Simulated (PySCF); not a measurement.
Electronic structure of Cr²⁺ (chromium, charge +2) at the r2SCAN level

Configuration: [Ar] 3d3 4s1, high-spin 5F determinant (an excited configuration). Computed with PySCF 2.14 in x2c-QZVPPall with one added diffuse shell each of s, p, d, f, g type (12s8p6d4f3g, 121 functions), with the spin-free X2C one-electron Hamiltonian (Gaussian nucleus).

| Property | Result |
| --- | --- |
| Total energy | -1049.673 hartree |
| One-electron energy | -1422.529 hartree |
| Hartree (Coulomb) energy | 421.168 hartree |
| Exchange-correlation energy | -48.312 hartree |
| ⟨S²⟩ | 6.0010 |
| ⟨L²⟩ | 12.012 |
| Sum of ⟨r⟩ | 15.63 bohr |
| Sum of ⟨r²⟩ | 20.92 bohr² |
| Langevin diamagnetic susceptibility | -16.6 ×10⁻⁶ cm³/mol |
| Time after the integrals | of the order of 6 core-seconds |

```json
{"shell": "1s α", "electrons": "1", "mean orbital energy (hartree)": "-217.80038", "rms radius, mean of both spins (bohr)": "0.0735"}
{"shell": "1s β", "electrons": "1", "mean orbital energy (hartree)": "-217.79902", "rms radius, mean of both spins (bohr)": "0.0735"}
{"shell": "2s α", "electrons": "1", "mean orbital energy (hartree)": "-25.90496", "rms radius, mean of both spins (bohr)": "0.318"}
{"shell": "2s β", "electrons": "1", "mean orbital energy (hartree)": "-25.84160", "rms radius, mean of both spins (bohr)": "0.318"}
{"shell": "2p α", "electrons": "3", "mean orbital energy (hartree)": "-21.88641", "rms radius, mean of both spins (bohr)": "0.288"}
{"shell": "2p β", "electrons": "3", "mean orbital energy (hartree)": "-21.83708", "rms radius, mean of both spins (bohr)": "0.288"}
{"shell": "3s α", "electrons": "1", "mean orbital energy (hartree)": "-3.88361", "rms radius, mean of both spins (bohr)": "0.955"}
{"shell": "3s β", "electrons": "1", "mean orbital energy (hartree)": "-3.74070", "rms radius, mean of both spins (bohr)": "0.955"}
{"shell": "3p α", "electrons": "3", "mean orbital energy (hartree)": "-2.77966", "rms radius, mean of both spins (bohr)": "1.02"}
{"shell": "3p β", "electrons": "3", "mean orbital energy (hartree)": "-2.63143", "rms radius, mean of both spins (bohr)": "1.02"}
{"shell": "3d α", "electrons": "3", "mean orbital energy (hartree)": "-1.13521", "rms radius, mean of both spins (bohr)": "1.26"}
{"shell": "4s α", "electrons": "1", "mean orbital energy (hartree)": "-0.79775", "rms radius, mean of both spins (bohr)": "2.71"}
```

Densities and radii are taken from the X2C orbitals without a picture-change correction, which distorts them close to the nucleus.
